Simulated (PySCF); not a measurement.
F₂H₄SSi₂, SMILES [SiH](F)(S[SiH3])F. Atoms are numbered in the order given.

```xyz
9

Si     2.0244     0.0893    -0.0777
S      0.2427     0.1165    -1.3302
Si    -1.2077    -0.2318     0.1675
F     -0.5117    -1.0554     1.3804
F     -1.7361     1.1455     0.8287
H      1.8292     0.9463     1.1171
H      2.3602    -1.2966     0.3272
H      3.0893     0.6436    -0.9478
H     -2.3649    -0.9734    -0.3530
```
Charge 0, spin multiplicity 1.

Geometry optimised at TPSSh-D3(BJ)/def2-SVP. This is a generated structure with no PubChem entry under its InChIKey; it may be hypothetical. Other conformers were not sampled.

Two levels are set side by side: PBE/pcSseg-1 (PySCF) and B3LYP/pcSseg-1 (PySCF). GIAO shifts against CFCl3 (¹⁹F), H2S (³³S), TMS (²⁹Si), TMS (¹H) at the same level; non-relativistic, no solvent, atoms listed together averaged. Differences are taken from unrounded values.

| quantity | B3LYP |
|---|---|
| δ(²⁹Si) of Si1 (ppm) | -52.7 |
| δ(³³S) of S2 (ppm) | -34.3 |
| δ(²⁹Si) of Si3 (ppm) | -10.9 |
| δ(¹H) of H9 (ppm) | 5.54 |

Task: What does PBE give, and how far is it from B3LYP? (Estimate from the structure and the level; the computed values follow.)

Result: 
| quantity | PBE | PBE minus B3LYP |
|---|---|---|
| δ(²⁹Si) of Si1 (ppm) | -54.7 | -2.0 |
| δ(³³S) of S2 (ppm) | -15.8 | 18.5 |
| δ(²⁹Si) of Si3 (ppm) | -5.7 | 5.2 |
| δ(¹H) of H9 (ppm) | 5.87 | 0.33 |

Rough cost on one machine, each run with all the roots and properties that it gave: B3LYP against PBE within a factor of 2.
